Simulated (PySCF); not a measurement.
C₂H₆OZn, SMILES C[O][Zn][CH3].

Geometry optimised at B3LYP-D3(BJ)/def2-SVP. The structure was generated by enumeration; whether it is a known compound was not checked. One conformer was computed; it need not be the lowest.

Two levels are set side by side: TDDFT-PBE/def2-SVPD (PySCF) and TDDFT-CAM-B3LYP/def2-SVPD (PySCF). Vertical, same geometry. The lowest singlet is HOMO→LUMO 99 % with PBE and HOMO→LUMO 91 % with the other functional; states are paired by order. Differences are taken from unrounded values.

| quantity | TDDFT-CAM-B3LYP | TDDFT-PBE | TDDFT-PBE minus TDDFT-CAM-B3LYP |
|---|---|---|---|
| lowest singlet excitation (eV) | 5.56 | 4.56 | -1.00 |
| lowest triplet excitation (TDA) (eV) | 5.31 | 4.35 | -0.96 |
| first bright state (f over 0.05) (eV) | 6.47 | 5.41 | -1.05 |
| its oscillator strength | 0.06 | 0.05 | -0.01 |

Functionals without exact exchange tend to place singlet excitations lower, as here. Differences between two approximate levels are no errors against the true value.

Rough cost on one machine, each run with all the roots and properties that it gave: TDDFT-CAM-B3LYP against TDDFT-PBE about 4 times.
